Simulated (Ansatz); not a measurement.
Consider the redistribution: `C[O][Mg][Br]` + `C[CH2][AlH][Br]` → `C[CH2][Mg][O]C` + `[Br][AlH][Br]`.

Computed with Ansatz on PBE0-D4/def2-TZVP structures; ΔE is electronic, products minus reactants. CBS: MP2 limit from def2 TZ/QZ plus the TZ coupled-cluster correction, frozen cores. Functionals use def2-TZVPP. For Br, Mg outer-core shells are correlated without core-valence functions, which leaves a few kJ/mol of doubt a bond. Scalar relativity is left out up to krypton. One conformer a species, not always the lowest.

`C[O][Mg][Br]`:

Cartesian coordinates in Å:
```
C 0.592 0.521 0.969
O -0.061 -0.054 -0.100
Mg -0.890 -0.783 -1.456
Br -1.992 -1.753 -3.260
H 1.659 0.259 0.980
H 0.526 1.617 0.941
H 0.166 0.193 1.927
```

`C[CH2][AlH][Br]`:

Cartesian coordinates in Å:
```
C 0.402 -0.575 1.123
C 0.082 -0.605 -0.369
Al -0.539 1.053 -1.182
Br -0.781 2.893 0.120
H -0.469 -0.286 1.716
H 0.737 -1.551 1.486
H 1.189 0.147 1.352
H 0.958 -0.931 -0.947
H -0.682 -1.365 -0.586
H -0.897 1.222 -2.712
```

`C[CH2][Mg][O]C`:

```xyz
13

C    -0.434   -2.551    0.828
C     0.228   -1.855   -0.363
Mg    0.200    0.236   -0.360
O     0.179    2.004   -0.363
C     0.162    3.379   -0.363
H    -1.494   -2.295    0.916
H     0.035   -2.276    1.777
H    -0.380   -3.644    0.755
H     1.275   -2.173   -0.442
H    -0.241   -2.192   -1.296
H     0.678    3.795   -1.241
H    -0.864    3.776   -0.375
H     0.657    3.795    0.527
```

`[Br][AlH][Br]`:

```xyz
4

Br   -1.392   -0.921    1.362
Al    0.155   -0.091   -0.032
Br   -0.248    1.880   -1.020
H     1.485   -0.869   -0.309
```

| species | PBE0 energy (Eh) |
| --- | --- |
| `C[O][Mg][Br]` | -2888.98923 |
| `C[CH2][AlH][Br]` | -2895.99723 |
| `C[CH2][Mg][O]C` | -394.19043 |
| `[Br][AlH][Br]` | -5390.76972 |

Q: Work out ΔE.

A: ΔE = (-394.19043) + (-5390.76972) − (-2888.98923) − (-2895.99723) = 0.02631 Eh = +16.5 kcal/mol. CCSD(T)/CBS gives +15.5 kcal/mol.

Largest T1 diagnostic among the species: 0.010.

From r2SCAN to r2SCAN0 (25 % exact exchange), in def2-TZVPP and without D4, ΔE moves by +0.8 kcal/mol. In def2-TZVPP, CCSD(T) changes the Hartree–Fock value by −4.9 kcal/mol (the triples alone add −0.7 kcal/mol) and MP2 by −4.9 kcal/mol. At CCSD(T), def2-SVP lies +2.2 kcal/mol from the extrapolated value and def2-TZVPP +0.4 kcal/mol.
